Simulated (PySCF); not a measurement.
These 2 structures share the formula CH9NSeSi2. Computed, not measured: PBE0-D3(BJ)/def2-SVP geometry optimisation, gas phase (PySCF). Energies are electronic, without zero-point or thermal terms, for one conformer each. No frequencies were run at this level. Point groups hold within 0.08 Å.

Question: Order them by energy at this level, lowest first, and give relative energies in kcal/mol.
A. `[CH3:1][NH:2][SiH2:3][Se:4][SiH3:5]` with C1–N2–Si3–Se4 152°, N2–Si3–Se4–Si5 136°
B. `[CH3:1][Si@@H:2]([NH2:3])[Se:4][SiH3:5]` with C1–Si2–N3–H -27° and -177°, C1–Si2–Se4–Si5 -80°

Answer: B (0.0), A (19.9).

As drawn, the lower has an Si–C bond, which the higher lacks.

| SMILES | E (Eh) | E rel (kcal/mol) | dipole (D) | point group | A, B, C (MHz) |
| --- | --- | --- | --- | --- | --- |
| C[Si@@H](N)[Se][SiH3] | -3077.72150 | 0.0 | 2.90 | C1 | 2406, 1396, 1139 |
| CN[SiH2][Se][SiH3] | -3077.68983 | 19.9 | 1.84 | C1 | 4464, 889.4, 789.2 |

Question: As an exercise, what shares would exp(−E/RT) give at 2000 K from these electronic energies alone (no entropy, no degeneracies)?

Answer: RT = 3.974 kcal/mol: C[Si@@H](N)[Se][SiH3] 99.3 %, CN[SiH2][Se][SiH3] 0.7 %.
